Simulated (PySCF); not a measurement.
# Partial charges of `[BH3-]Br`

Compound: BBrH₃ (charge -1).
Z-matrix (Å and degrees, PBE0-D3(BJ)/def2-SVP geometry), rows numbered from 1:
```
B 
Br  1  2.1275
H   1  1.2325  2  106.33
H   1  1.2325  2  106.33  3   119.99
H   1  1.2325  2  106.36  3  -120.00
```

Density: PBE0/pcSseg-1 (PySCF); schemes: Mulliken, IAO, Hirshfeld and ESP-fitted. Geometry: PBE0-D3(BJ)/def2-SVP; no solvent, vibrations or thermal averaging. The calculation is non-relativistic, for bromine too. The pcSseg-1 basis has no diffuse functions, a weakness for an anion.

Problem. What partial charge does each atom carry?

Solution. In e:

```
atom            environment  Mulliken     IAO  Hirshfeld  ESP-fitted
  B1  four-coordinate boron    -0.039  -0.457     -0.164      +0.063
 Br2    bromine bonded to B    -0.575  -0.386     -0.399      -0.517
  H3           B–H hydrogen    -0.129  -0.052     -0.146      -0.182
  H4           B–H hydrogen    -0.129  -0.052     -0.146      -0.183
  H5           B–H hydrogen    -0.129  -0.052     -0.146      -0.181
```

Mean size of the charges over all atoms: ESP-fitted 0.225 e, Mulliken 0.200 e, IAO 0.200 e, Hirshfeld 0.200 e. Each set sums to the total charge, -1, to within 0.001 e. The IAO scheme projects the occupied orbitals on a minimal set of polarised atomic orbitals and counts the electrons in each atom's part of it.

Lowest charge. The schemes don't all agree: Mulliken Br2 (-0.575); IAO B1 (-0.457); Hirshfeld Br2 (-0.399); ESP-fitted Br2 (-0.517).

Highest charge. The schemes don't all agree: Mulliken B1 (-0.039); IAO H3, H4 and H5 (-0.052); Hirshfeld H3, H4 and H5 (-0.146); ESP-fitted B1 (+0.063).

Problem. How many electrons does the IAO scheme count on B1?

Solution. Z − q = 5 − (-0.457) = 5.457.

Problem. Sum the charges by element, for elements with more than one atom.

Solution. 
```json
{"element": "H", "atoms": "3", "Mulliken": "-0.386", "IAO": "-0.157", "Hirshfeld": "-0.437", "ESP-fitted": "-0.546"}
```
